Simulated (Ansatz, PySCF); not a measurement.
Mo(OH)3 (H₃MoO₃), SMILES [Mo]([OH])([OH])[OH] (connectivity only; charge and spin as stated), neutral, multiplicity 4. Atoms are numbered in the order given.

```xyz
7

Mo     0.0120    -0.0224     0.0000
O      0.1228    -0.9590     1.6511
H     -0.6639    -1.2266     2.1507
O      0.1228    -0.9590    -1.6511
H     -0.6639    -1.2266    -2.1507
O     -0.1923     1.8692     0.0000
H      0.5753     2.4622     0.0000
```
Charge 0, spin multiplicity 4.

The structure is a stationary point at B3LYP-D3(BJ)/def2-SVP. The multiplicity is an assumed one; other spin states were not compared. The def2 effective core potentials stand for the cores of Mo; spin–orbit coupling is left out. One conformer was computed; it need not be the lowest.

Two levels are set side by side: PBE-D3(BJ)/def2-SVP (Ansatz, a first-principles code) and B3LYP-D3(BJ)/def2-SVP (Ansatz). Each level has its own optimised geometry; the coordinates shown are those of the second. Frequencies come from the Hessian of PySCF at each geometry. Differences are taken from unrounded values.

| quantity | B3LYP-D3(BJ) |
|---|---|
| mean bond length (Å) | 1.436 |
| bond Mo1–O2 (Å) | 1.901 |
| bond Mo1–O4 (Å) | 1.901 |
| bond Mo1–O6 (Å) | 1.903 |
| bond O2–H3 (Å) | 0.970 |
| bond O4–H5 (Å) | 0.970 |
| bond O6–H7 (Å) | 0.970 |
| highest harmonic wavenumber (cm⁻¹) | 3780 |
| mean harmonic wavenumber (cm⁻¹) | 1138 |
| zero-point energy (kcal/mol) | 24.40 |

### Question
What does PBE-D3(BJ) give, and how far is it from B3LYP-D3(BJ)? (Estimate from the structure and the level; the computed values follow.)

### Answer

| quantity | PBE-D3(BJ) | PBE-D3(BJ) minus B3LYP-D3(BJ) |
|---|---|---|
| mean bond length (Å) | 1.442 | 0.006 |
| bond Mo1–O2 (Å) | 1.904 | 0.002 |
| bond Mo1–O4 (Å) | 1.904 | 0.002 |
| bond Mo1–O6 (Å) | 1.905 | 0.002 |
| bond O2–H3 (Å) | 0.979 | 0.010 |
| bond O4–H5 (Å) | 0.979 | 0.010 |
| bond O6–H7 (Å) | 0.980 | 0.010 |
| highest harmonic wavenumber (cm⁻¹) | 3643 | -138 |
| mean harmonic wavenumber (cm⁻¹) | 1104 | -33 |
| zero-point energy (kcal/mol) | 23.68 | -0.72 |

Exact exchange shortens and stiffens bonds; PBE has none. Differences between two approximate levels are no errors against the true value.
